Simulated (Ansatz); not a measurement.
Input for Ansatz (a quantum-chemistry and plane-wave program): R-B3LYP/def2-TZVPPD on ClH3Si (SMILES [SiH3]Cl) with ghost functions, monomers drawn apart or pushed together. Files ending in .json are basis or fitting sets from the Basis Set Exchange.

Ansatz 0.2 input:
```yaml
crystal:
  periodic: [false, false, false]
  atoms:
    - {symbol: Si, position_ang: [0.84869676, 0.01128544, 2.88473934]}
    - {symbol: Cl, position_ang: [-0.84636318, 0.90102892, 2.08700252]}
    - {symbol: H, position_ang: [0.91952356, -1.38031255, 2.40623936]}
    - {symbol: H, position_ang: [0.70779929, 0.04426812, 4.35467855]}
    - {symbol: H, position_ang: [2.02932047, 0.78571487, 2.46405130]}
basis:
  gaussian:
    orbitals: def2-TZVPPD.json
    ghost_atoms:
      - {symbol: S, position_ang: [1.20144351, -0.08017689, -0.53455461]}
      - {symbol: H, position_ang: [-0.04476525, -0.52801572, -0.31494729]}
      - {symbol: H, position_ang: [0.84537292, 1.18737266, -0.27320004]}
hamiltonian:
  xc: {name: B3LYP}
scf: {lower_state_search: off}
```

Question: What total energy does the run end on?

Answer: -751.5992 hartree.

Question: How many basis functions does it have, and what does it roughly cost on one machine?

Answer: 235 functions; roughly 5 core-seconds.
